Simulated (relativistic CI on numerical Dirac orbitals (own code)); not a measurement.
## Hyperfine structure of I XII, mass number 127

Method of calculation: Dirac-Coulomb-Breit CI, orbitals from a KLI potential per configuration, a model potential for QED, unscaled Slater integrals (own radial code, finite nucleus).

Configurations in the expansion (outside the closed core [Ar] 3d10): 4s²4p⁶4d⁶, 4s²4p⁵4d⁷, 4s²4p⁶4d⁵4f, 4s²4p⁴4d⁸, 4s²4p⁶4d⁵5s, 4s4p⁶4d⁷, 4s²4p⁶4d⁵5p, 4s²4p⁶4d⁴5s², 4s²4p⁶4d⁴4f5s, 4s²4p⁶4d⁵5d, 4p⁶4d⁸, 4s²4p⁶4d⁴5p², 4s²4p⁶4d⁵6s, 4s²4p⁶4d⁵6d. Levels of other configurations are missing.

Nuclear spin I = 5/2, μ = 2.8087 μN, Q = -0.688 b (tables of Stone and Pyykkö). The electronic factors are computed for point nuclear moments, without core polarisation or the Bohr-Weisskopf and QED corrections.

```json
{"Level": "4s²4p⁶4d⁶ ⁵D4", "E (cm⁻¹)": "0.0", "A (MHz)": "1596", "B (MHz)": "-2450"}
{"Level": "4s²4p⁶4d⁶ ⁵D3", "E (cm⁻¹)": "8568.2", "A (MHz)": "1089", "B (MHz)": "-527"}
{"Level": "4s²4p⁶4d⁶ ⁵D2", "E (cm⁻¹)": "9325.1", "A (MHz)": "1375", "B (MHz)": "541"}
{"Level": "4s²4p⁶4d⁶ ⁵D1", "E (cm⁻¹)": "13293.9", "A (MHz)": "1188", "B (MHz)": "801"}
{"Level": "4s²4p⁶4d⁶ ³P2", "E (cm⁻¹)": "33498.3", "A (MHz)": "800.8", "B (MHz)": "543"}
{"Level": "4s²4p⁶4d⁶ ³H5", "E (cm⁻¹)": "38568.2", "A (MHz)": "2457", "B (MHz)": "-667"}
{"Level": "4s²4p⁶4d⁶ ³H6", "E (cm⁻¹)": "38980.6", "A (MHz)": "2633", "B (MHz)": "1500"}
{"Level": "4s²4p⁶4d⁶ ³F3", "E (cm⁻¹)": "42047.2", "A (MHz)": "2898", "B (MHz)": "-1230"}
```

Levels with J = 0, under 50 % of one LS term, or S terms without an open s electron are left out. Small factors come from cancelling terms and can be off by tens of per cent or more.

At this charge energies of transitions that change n are usually good to better than 1 %, and those within a shell (Δn = 0) to a few per cent. Terms inside the open d or f shell come out 10 to 20 % too wide with unscaled integrals. Levels and lines within the n = 5 or 6 shells can be off by up to 10 % or somewhat more, and those that change n by about 2 %, since core polarisation is missing.

Give the hyperfine levels of 4s²4p⁶4d⁶ ⁵D4 relative to its centre of gravity.

With K = F(F + 1) − I(I + 1) − J(J + 1), E = AK/2 + B[¾K(K + 1) − I(I + 1)J(J + 1)]/[2I(2I − 1)J(2J − 1)]: F = 3/2: -21150, F = 5/2: -16440, F = 7/2: -10120, F = 9/2: -2464, F = 11/2: 6167, F = 13/2: 15340 MHz.

LS names give the leading component of a level, which can be under half, so a name can repeat, a term be missing and a line seem to break the LS rules.
